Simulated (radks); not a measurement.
Species: Cl3+. Configuration: [Ne] 3s2 3p2 (the NIST ground configuration). Calculated with a radial shooting solver on a logarithmic mesh with Libxc functionals: scalar-relativistic Kohn-Sham, PW91, spin-unpolarised, spherical densities, finite nucleus; Fermi nuclear charge, rms radius 3.3654 fm. Some entries of the table are withheld. Estimate them.

orbital  occ.  eigenvalue (hartree)  <r> (bohr)  <r^2> (bohr^2)
1s          2             -102.8581     0.09096             (1)
2s          2             -10.94164      0.4434          0.2335
2p          6              -8.70873      0.4055          0.2047
3s          2              -2.16652         (2)           2.226
3p          2              -1.66109         (3)           2.669
3d          0              -0.95928       1.828           3.985
4s          0              -0.75954       3.245           11.81

Answer. 
(1) 1s <r^2> (bohr^2): 0.01113
(2) 3s <r> (bohr): 1.395
(3) 3p <r> (bohr): 1.517
